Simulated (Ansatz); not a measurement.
A structure relaxed at PBE-D4/def2-TZVP in Ansatz, charge 0, singlet:

```xyz
4

Cd   -1.803    0.108   -0.246
Cd    0.322   -1.460    1.044
O     0.259    1.032   -0.692
O     1.223    0.320   -0.106
```

Question: Give its formula and point group.

Answer: the cluster Cd2O2 (the lowest singlet isomer of a short search). Point group C2v (tolerance 0.1 Å).

Question: Summarise the bond lengths by kind (pairs closer than 1.2 times the sum of covalent radii, bridged metal pairs left out).

Answer: 2 × Cd–O 2.30 Å; 1 × Cd–Cd 2.94 Å; 1 × O–O 1.33 Å.

In the def2 sets Cd takes a core potential; there is no spin–orbit coupling. The structure holds 1 bond(s) between oxygen atoms. The restricted singlet is unstable: a solution with broken spin symmetry lies lower. An occupied level of the charge 0 singlet lies above an empty one (by up to 0.14 eV), so this SCF solution is probably not the lowest. At PBE-D4/def2-TZVP a triplet of charge 0 lies 0.66 eV below the restricted singlet, each at its own geometry. Another isomer (singlet) lies 0.06 eV lower at r2SCAN-D4/def2-TZVP.
